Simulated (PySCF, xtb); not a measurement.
AlOCl, SMILES [O]=[Al][Cl].

Harmonic wavenumbers (cm⁻¹) from GFN2-xTB (xtb) at its own minimum, in rising order: 233, 233, 505, 1171.

What does B3LYP-D3(BJ)/def2-TZVP (PySCF) give at its own minimum? (The exact figures need the calculation; the answer reports its results.)

175, 175, 483, 1122. Paired by order, the mean absolute difference is 47 cm⁻¹ and the zero-point energies are 3.1 and 2.8 kcal/mol.
